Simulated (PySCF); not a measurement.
Isomers of C5H18Si4. Computed with PBE0-D3(BJ)/def2-SVP geometry optimisation, gas phase (PySCF 2.14.0). Energies are electronic, without zero-point or thermal terms, for one conformer each. No frequencies were run at this level. Point groups hold within 0.08 Å.

Question: Order them by energy at this level, lowest first, and give relative energies in kcal/mol.
A. `[CH2:1]=[CH:2][SiH2:3][Si:4]([SiH3:5])([SiH3:6])[CH2:7][CH2:8][CH3:9]` with C1–C2–Si3–Si4 -105°, C2–Si3–Si4–Si5 -173°, Si3–Si4–C7–C8 -60°, Si4–C7–C8–C9 179°
B. `[CH3:1][C@H:2]1[CH2:3][C@H:4]([Si@@H:5]([SiH3:6])[SiH2:7][SiH3:8])[CH2:9]1` with C3–C4–Si5–Si6 -54°, C4–Si5–Si7–Si8 50°, C1–C2–C3–C4 140°, C2–C3–C4–Si5 101°, C3–C4–C9–C2 17°, C1–C2–C9–C4 -140°

Answer: A (0.0), B (2.8).

As drawn, the lower has a C=C bond outside aromatic rings, which the higher lacks; the higher has a four-membered ring, which the lower lacks.

| SMILES | E (Eh) | E rel (kcal/mol) | dipole (D) | point group | A, B, C (MHz) |
| --- | --- | --- | --- | --- | --- |
| C=C[SiH2][Si]([SiH3])([SiH3])CCC | -1358.10264 | 0.0 | 1.55 | C1 | 695.0, 592.6, 444.4 |
| C[C@H]1C[C@H]([Si@@H]([SiH3])[SiH2][SiH3])C1 | -1358.09824 | 2.8 | 1.25 | C1 | 1030, 484.2, 372.1 |

Q: How do the relative energies change in single points at CAM-B3LYP/pcSseg-1 (no added dispersion term) on the same geometries?

A: 
| SMILES | PBE0-D3(BJ)/def2-SVP (kcal/mol) | CAM-B3LYP/pcSseg-1 (kcal/mol) | shift |
| --- | --- | --- | --- |
| C=C[SiH2][Si]([SiH3])([SiH3])CCC | 0.0 | 0.0 | 0.0 |
| C[C@H]1C[C@H]([Si@@H]([SiH3])[SiH2][SiH3])C1 | 2.8 | 8.3 | +5.5 |

Each column counts from its own lowest isomer. The order is unchanged; the largest shift is 5.5 kcal/mol.

Q: As an exercise, what shares would exp(−E/RT) give at 2000 K from these electronic energies alone (no entropy, no degeneracies)?

A: RT = 3.974 kcal/mol: C=C[SiH2][Si]([SiH3])([SiH3])CCC 66.7 %, C[C@H]1C[C@H]([Si@@H]([SiH3])[SiH2][SiH3])C1 33.3 %.
